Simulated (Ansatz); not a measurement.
Basis-set extrapolation for BH$_{4}$NOSi, SMILES `OB1N[SiH2]1` (PBE0-D4/def2-TZVP geometry, frozen core, the Gaussian-basis code of Ansatz). Multiplicity 1, RHF reference.

|  | def2-TZVPP | def2-QZVPP |
| --- | --- | --- |
| HF | -445.384700 | -445.401261 |
| MP2 correlation | -0.660659 | -0.710071 |
| CCSD(T) correlation | -0.715250 | not run |

Energies in hartree. Use E(X) = E(∞) + A·exp(−7.88·√X) for Hartree–Fock and E(X) = E(∞) + B·X^(−2.97) for correlation, with X = 3 and 4, and add CCSD(T) minus MP2 of the smaller set to the MP2 limit.

Task: What is the CCSD(T) energy at the basis-set limit?

Result: HF limit: -445.401261 + (-0.016561) × 0.13774 = -445.40354. MP2 limit: -0.710071 + (-0.049412) × 0.74074 = -0.74667. Higher-order term: -0.715250 − (-0.660659) = -0.05459. Total: -446.20480 hartree, 2.85 eV below CCSD(T)/def2-TZVPP.
